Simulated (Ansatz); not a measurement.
```yaml
crystal:
  periodic: [false, false, false]
  atoms:
    - {symbol: C, position_ang: [0.122530, 1.660372, 0.356447]}
    - {symbol: O, position_ang: [0.072530, 1.610372, 0.056447]}
    - {symbol: Cd, position_ang: [0.019176, -0.293219, 0.583559]}
    - {symbol: C, position_ang: [-0.025287, -2.255825, 1.289121]}
    - {symbol: H, position_ang: [0.851285, 1.709762, -1.882456]}
    - {symbol: H, position_ang: [0.078722, 3.168059, -1.254605]}
    - {symbol: H, position_ang: [-0.915313, 1.805047, -1.776485]}
    - {symbol: H, position_ang: [0.920071, -2.497589, 1.775527]}
    - {symbol: H, position_ang: [-0.183907, -2.944617, 0.459004]}
    - {symbol: H, position_ang: [-0.836486, -2.373693, 2.008066]}
basis:
  gaussian: {orbitals: def2-TZVPP, final_grid: {core_spheres: 5, valence_spheres: 4, degree: 11}}
hamiltonian: {xc: {name: rPW86-PBE}}
scf: {lower_state_search: off}
output: {forces: true}
```

```sh
$ ansatz run in.yaml --threads 4 --pin off --events-out ev --progress --plain --max-ram 10444MiB
```

Output, abridged:

```
Functional definition: rPW86-PBE
1247 factors; their error is unknown
mean field evaluation 1: about -8253.4874 eV, gradient 1.4e2 eV
mean field evaluation 2: about -8148.5388 eV, gradient 1.8e2 eV
mean field evaluation 4: about -8276.1990 eV, gradient 5.2e1 eV
mean field evaluation 8: about -8287.5825 eV, gradient 5.5e0 eV
mean field evaluation 16: about -8287.4990 eV, gradient 1.9e-3 eV
mean field -8287.49896920 eV, -304.5599696495 hartree, gradient 2.6e-6 eV, S^2 0.000000; 0 other end points of the search recorded, 0 dependent functions left out
reference -8287.49910101 eV, -304.5599744933 hartree; 23, 23 occupied and 210, 210 virtual orbitals, 1247 factors
Total energy: -8287.49910101 eV, -304.5599744933 hartree
Atom 0 at     0.122530     1.660372     0.356447 Å, force   554.571432   559.997323  3327.310883 eV/Å
Atom 1 at     0.072530     1.610372     0.056447 Å, force  -554.170704  -545.623068 -3332.853412 eV/Å
Atom 2 at     0.019176    -0.293219     0.583559 Å, force    -0.531479   -11.846954     1.347495 eV/Å
Atom 3 at    -0.025287    -2.255825     1.289121 Å, force     0.090771    -1.538732     1.071040 eV/Å
Atom 4 at     0.851285     1.709762    -1.882456 Å, force     1.187305     0.022327     1.462446 eV/Å
Atom 5 at     0.078722     3.168059    -1.254605 Å, force    -0.138099    -1.220391     0.159697 eV/Å
Atom 6 at    -0.915313     1.805047    -1.776485 Å, force    -0.930803     0.328584     1.565063 eV/Å
Atom 7 at     0.920071    -2.497589     1.775527 Å, force     0.089750    -0.024145     0.046165 eV/Å
Atom 8 at    -0.183907    -2.944617     0.459004 Å, force    -0.105009    -0.093830    -0.221087 eV/Å
Atom 9 at    -0.836486    -2.373693     2.008066 Å, force    -0.063165    -0.001115     0.111710 eV/Å
Dipole moment:     0.057778    -0.046399     0.960734 e Å
Checks for a lower state left out: stability, starts, cluster_reference, orbital_swaps, neighbouring_geometries, increment
```

Q: What is wrong with this run?

A: One atom was put on top of another. The run converged. The result belongs to that input, not to the molecule as meant.
